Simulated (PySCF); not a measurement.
Vertical excitations of a molecule C4H4BrCl from TDDFT-B3LYP/def2-SVPD (PySCF), as energy in eV (oscillator strength): 5.39 (0.000), 6.04 (0.284), 6.26 (0.028), 6.44 (0.001), 6.50 (0.000), 6.71 (0.006), 6.86 (0.001), 7.04 (0.000), 7.10 (0.003), 7.35 (0.001). Lowest triplet (TDA): 3.94 eV. Geometry optimised at B3LYP-D3(BJ)/def2-SVP. One conformer was computed; it need not be the lowest.

Which structure fits?
A. CC(Cl)=C=CBr
B. C=C/C(Br)=C\Cl
C. C=C=C[C@H](Cl)Br
D. ClC1=C(Br)CC1

D, ClC1=C(Br)CC1
